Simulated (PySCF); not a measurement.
One molecule, one basis, several functionals.

Species: C4H11BO.
Bonds: C1–O2, O2–C3, C3–B4, B4–C5, B4–C6. Hydrogens: H7, H8, H9 on C1; H10, H11 on C3; H12, H13, H14 on C5; H15, H16, H17 on C6.

Torsions of this conformer, `[CH3:1][O:2][CH2:3][B:4]([CH3:5])[CH3:6]`: C1–O2–C3–B4 180°, O2–C3–B4–C5 -4°.

PySCF, def2-SVPD basis, density fitting, gas phase, PBE0-D3(BJ)/def2-SVP geometry; singlet excitations by full TDDFT with frozen cores, triplets by Tamm–Dancoff TDDFT and ionisation energies by ΔSCF, from the lowest of the holes tried. One functional is left out:

```
functional  exact exchange (%)  HOMO energy (eV)  LUMO energy (eV)  lowest singlet excitation (eV)  lowest triplet excitation (eV)  dipole moment (D)  mean polarisability (au)  vertical ionisation energy (eV)
       LDA                   0             -5.95             -1.49                            4.57                            4.41              0.968                      76.1                             9.54
       PBE                   0             -5.85             -1.27                            4.68                            4.52              0.926                      74.7                             9.41
     B3LYP                  20             -7.18             -0.45                            5.80                            5.62              1.030                      71.6                             9.68
 BHandHLYP                  50             -8.95              0.74                            6.74                            6.20              1.130                      68.2                             9.66
```

Question: Predict the row of PBE0 (25 % exact exchange) by straight lines through the other rows, and check it.

Answer: 
| property | line | computed | computed − line | B3LYP (20 %), for comparison |
| --- | --- | --- | --- | --- |
| HOMO energy (eV) | -7.44 | -7.41 | +0.03 | -7.18 |
| LUMO energy (eV) | -0.30 | -0.22 | +0.08 | -0.45 |
| lowest singlet excitation (eV) | 5.77 | 6.00 | +0.23 | 5.80 |
| lowest triplet excitation (eV) | 5.45 | 5.71 | +0.26 | 5.62 |
| dipole moment (D) | 1.041 | 1.029 | -0.012 | 1.030 |
| mean polarisability (au) | 71.6 | 70.9 | -0.7 | 71.6 |
| vertical ionisation energy (eV) | 9.60 | 9.62 | +0.02 | 9.68 |

Question: Which of these properties follows the share of exact exchange most closely, and which least?

Answer: Most closely the HOMO energy, least the vertical ionisation energy; the correlations over the tabulated rows are HOMO energy -0.999, LUMO energy 0.995, lowest singlet excitation 0.986, dipole moment 0.980, mean polarisability -0.978, lowest triplet excitation 0.963, vertical ionisation energy 0.738. The HOMO energy moves by -0.611 eV for every 10 %. Functionals with the same share still differ in their other parts: at 0 % LDA and PBE differ by 0.10 eV in it.
